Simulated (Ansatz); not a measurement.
```xyz
6

C     0.0000    0.0000   -0.6121
C     0.0000    0.0000    0.6121
H     0.0000   -0.8567   -1.1411
H     0.0000    0.8567   -1.1411
H     0.0000   -0.8567    1.1411
H     0.0000    0.8567    1.1411
```

Basis set: def2-TZVP (spherical functions). Left uncorrelated: 2 orbitals. Charge 0, multiplicity 1.

Computed with Ansatz (development build ahead of 0.2.0); each method stands on the lowest determinant of its kind that the runs found. Restricted open shells among the atoms or ions are ROHF, correlated in semicanonical orbitals with singles.

Q: Give the atomization energy at this shape (free ground-state atoms in the same class of orbitals less the molecule, no zero-point energy) of singlet C₂H₄ by RHF-MP2, RHF.

A:

```json
{"method": "RHF-MP2", "atomization energy": "526.29 kcal/mol"}
{"method": "RHF", "atomization energy": "416.41 kcal/mol"}
```

Caution: no unrestricted run beside it, a lower state can exist; the shape is not the minimum.
